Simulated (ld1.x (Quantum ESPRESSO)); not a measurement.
# technetium (Tc), TM: configuration errors across variants

ld1.x (Quantum ESPRESSO) 7.5 input, shortened:

```
&input
   title='Tc', zed=43., rel=1, dft='BLYP', iswitch=3,
   config='[Kr] 4d5 5s1.75 5p0.25'
 /
 &inputp
   pseudotype=2, tm=.true., lloc=0,
   nlcc=.false.
 /
3
4P  2  1   6.00   0.00  1.10  1.10  0.0
4D  3  2   5.00   0.00  2.05  2.05  0.0
4S  1  0   2.00   0.00  1.15  1.15  0.0
 &test
   configts(1)='4s2 4p6 4d5 5s1.75 5p0.25'
 /
```

Occupied shells without a wave of their own: 5p, 5s. They enter only through the test configuration that unscreens the potential.

All-electron excitation energies from the reference (eV): (1) 4s2 4p6 4d5 5s2 5p0 -0.913; (2) 4s2 4p6 4d5 5s1 5p0 7.211; (3) 4s2 4p6 4d5 5s0 5p0 22.182; (4) 4s2 4p6 4d5 5s0 5p1 11.804; (5) 4s2 4p6 4d3 5s0 5p0 92.705; (6) 4s2 4p6 4d5 5s1 5p1 2.841; (7) 4s2 4p6 4d6 5s0 5p0 5.407.

For the base: The 5p, 5s levels have no wave, so the channel is fitted at the deeper level alone: the likely source of the large errors.

4 further variants failed, have other tests or another functional or relativity, and are left out.

The file “wave 4s (bound): rc 1.15 bohr becomes 4s (bound): rc 1.70 bohr” misses its own reference levels by 1.5 eV.

Errors AE − PS in meV (a dash: test not solved or not reliable):

```tsv
change	(1)	(2)	(3)	(4)	(5)	(6)	(7)	bound ghosts
base	+17	-107	-294	-184	-543	-52	-180	none
local potential the p channel	+5.0	-37	-99	-57	-168	-15	-59	none
wave 4d (bound): rc 2.05 bohr becomes 4d (bound): rc 1.90 bohr	+17	-107	-295	-185	-547	-52	-182	none
all radii scaled by about 1.09 (s 1.26, p 1.20, d 2.24 bohr)	+36	-197	-552	-377	-1024	-114	-339	none
wave 4p (bound): rc 1.10 bohr becomes 4p (bound): rc 1.56 bohr	+11	-120	-316	-144	-584	-29	-190	none
wave 4s (bound): rc 1.15 bohr becomes 4s (bound): rc 1.70 bohr	+323	-1512	-4269	-3202	-7812	-1035	-2818	none
wave 4s (bound): rc 1.15 bohr becomes 4s (bound): rc 1.18 bohr	+20	-121	-337	-216	-625	-62	-207	none
```

(1) Give the same row for: wave 4d (bound): rc 2.05 bohr becomes 4d (bound): rc 2.10 bohr.

## Answers

(1) +17, -107, -294, -184, -541, -52, -179; bound ghosts: none.
